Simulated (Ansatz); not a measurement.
Computed with Ansatz on PBE0-D4/def2-TZVP structures; ΔE is electronic, products minus reactants. CCSD(T)/CBS adds triple-zeta CCSD(T) − MP2 to the extrapolated MP2 energy (def2 sets, frozen cores). This one scheme is used for every species. DFT in def2-TZVPP. B3LYP here is the variant with VWN-RPA as its local correlation; programs differ in this. For Se outer-core shells are correlated without core-valence functions, which leaves a few kJ/mol of doubt a bond. Scalar relativity is left out up to krypton. One conformer a species, not always the lowest.

Consider the ligand exchange at the Si–S bond: `O[SiH2][SiH2]S` + H₂Se → `O[SiH2][SiH2][SeH]` + H₂S.

`O[SiH2][SiH2]S`:

Z-matrix (Å, degrees):
```
Si
Si 1 2.345
O 1 1.650 2 106.5
H 1 1.493 2 108.3 3 -120.4
H 1 1.484 2 114.3 3 118.6
S 2 2.160 1 104.3 3 40.1
H 2 1.486 1 112.9 3 -71.2
H 2 1.488 1 115.3 3 162.4
H 3 0.962 1 114.8 2 -30.8
H 6 1.345 2 94.9 1 62.7
```

H₂Se:

```xyz
3

Se   -0.244   -0.210   -0.604
H    -0.771    0.621    0.484
H     1.015   -0.412    0.120
```

`O[SiH2][SiH2][SeH]`:

```xyz
10

O    -0.423   -1.219    1.603
Si   -1.069   -0.771    0.154
Si    0.068    1.165   -0.521
Se    2.254    0.761    0.082
H     0.511   -1.008    1.709
H    -2.526   -0.577    0.357
H    -0.870   -1.814   -0.894
H    -0.032    1.502   -1.966
H    -0.286    2.362    0.285
H     2.373   -0.402   -0.808
```

H₂S:

Cartesian coordinates in Å:
```
S 0.293 -0.471 -0.275
H 0.151 -0.084 1.001
H -0.445 0.555 -0.725
```

```csv
level,ΔE (kJ/mol)
ωB97X-V,-6.9
B3LYP,-6.3
```

Task: What does CCSD(T)/CBS give? (An estimate is asked.)

Result: The calculation gave: -10.3 kJ/mol. The listed levels differ from it by 3.4, 4.0 kJ/mol.

Largest T1 diagnostic among the species: 0.012.
